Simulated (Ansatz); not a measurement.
`[F][Ge]([F])([Cl])[Cl]`. Charge 0, multiplicity 1.

Cartesian coordinates in Å:
```
F -0.316 -1.704 0.098
Ge -0.020 -0.031 -0.036
F -0.498 0.412 -1.611
Cl 2.034 0.328 0.190
Cl -1.199 0.996 1.360
```

Task: List the harmonic frequencies (cm⁻¹, unscaled) at PBE0-D4/def2-TZVP in Ansatz. (Estimate.)

Result: The calculation gave: 137, 165, 194, 239, 243, 442, 492, 745, 765.

Task: Is this a minimum?

Result: Yes, all 9 modes are real.

Task: Give the ideal-gas thermochemistry at 298.15 K and 1 bar (rigid rotor, harmonic oscillator; point group C2v, symmetry number 2).

Result: Zero-point energy 20.5 kJ/mol; H(298) − E = 39.7 kJ/mol; entropy 341.1 J/(mol·K), of which translation 173.7, rotation 112.5, vibration 54.9; G(298) − E = -62.0 kJ/mol.
